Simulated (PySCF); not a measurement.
Potential energy of LiCa⁻ along the bond

Set-up: basis Li aug-pcseg-1, Ca aug-pcseg-1; no relativity; PySCF 2.14. Energies in eV from Li⁻ + Ca in their ground configurations at the same level. State: ¹Σ⁺ (singlet), closed shell.

All columns are LC-ωPBE. A positive dipole points towards Ca; it is taken about the centre of mass and depends on that origin.

| R (Å) | E (eV) | μ (D) | Mulliken charge on Li (basis-dependent) | HOMO (eV) | LUMO (eV) | Mayer bond order | ⟨S²⟩ |
| --- | --- | --- | --- | --- | --- | --- | --- |
| 3.197 | -0.442 | 1.18 | -0.19 | -0.89 | 2.26 | 0.62 | 0.00 |
| 3.345 | -0.508 | 1.87 | -0.27 | -0.93 | 2.27 | 0.67 | 0.00 |
| 3.494 | -0.545 | 2.61 | -0.34 | -0.97 | 2.28 | 0.70 | 0.00 |
| 3.606 | -0.559 | 3.19 | -0.37 | -1.00 | 2.28 | 0.71 | 0.00 |
| 3.717 | -0.564 | 3.80 | -0.40 | -1.03 | 2.29 | 0.72 | 0.00 |
| 3.829 | -0.562 | 4.42 | -0.43 | -1.05 | 2.29 | 0.72 | 0.00 |
| 3.977 | -0.551 | 5.28 | -0.45 | -1.08 | 2.29 | 0.73 | 0.00 |
| 4.163 | -0.527 | 6.38 | -0.48 | -1.10 | 2.29 | 0.73 | 0.00 |
| 4.386 | -0.492 | 7.73 | -0.50 | -1.12 | 2.29 | 0.73 | 0.00 |
| 4.683 | -0.438 | 9.55 | -0.55 | -1.13 | 2.28 | 0.70 | 0.00 |

A fit through these points gives, at Re = 3.734 Å, μ = 3.89 D and dμ/dR = 5.55 D/Å; the reduced mass is 5.968 u.

Problem. How strong is the fundamental in the double-harmonic approximation, I = 42.26·(dμ/dR)²/μred km/mol?

Solution. I = 42.26·(5.55)²/5.968 = 218 km/mol at LC-ωPBE.

Closed-shell solutions of metal pairs were not tested for spin polarisation, which can lower them a little. For an ion De counts to the pair picked by the measured ionisation energies or electron affinities, which need not be the lowest pair at this level.
